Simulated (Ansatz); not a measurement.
The cluster Li3Cl2⁻. Total charge -1; triplet. Geometry PBE0-D4/def2-TZVP, that of the neutral doublet; atoms count from 1.

| atom | x (Å) | y (Å) | z (Å) |
| --- | --- | --- | --- |
| Li1 | -0.043 | -0.264 | 2.052 |
| Li2 | 1.631 | 1.273 | 0.022 |
| Li3 | -0.794 | -0.504 | -1.037 |
| Cl4 | 0.738 | 0.790 | -1.894 |
| Cl5 | -1.532 | -1.294 | 0.857 |

The highest occupied level of the charge -1 triplet lies above zero (up to 0.90 eV). Energy differences put its binding near zero (0.02 eV; vertical, to the charge 0 doublet, at PBE0-D4/def2-TZVPD), which leaves it undecided. At PBE0-D4/def2-TZVPD a singlet of charge -1 lies 0.52 eV below the triplet at the same geometry. The structure comes from a short search, and lower isomers may exist.

(1) Estimate the Mulliken populations from the PBE0/def2-TZVPD orbitals of Ansatz.

(2) Where does the spin sit?

(3) And the Mayer bond orders between bonded heavy atoms (over 0.3)?

## Answers

(1) 
| atom | charge (e) | spin (α − β) |
| --- | --- | --- |
| Li1 | -0.10 | 1.03 |
| Li2 | -0.10 | 1.03 |
| Li3 | 0.79 | 0.13 |
| Cl4 | -0.80 | -0.10 |
| Cl5 | -0.80 | -0.10 |
Mulliken values and Mayer orders depend strongly on the basis. With diffuse functions, as here, like atoms can get unlike values, and bond orders can come out too low or too high.

(2) Summed by element: Li 2.20, Cl -0.20, of 2 unpaired in all. Largest on single atoms: Li1 1.03, Li2 1.03, Li3 0.13.

(3) Li1–Li2 1.52 (3.05 Å).
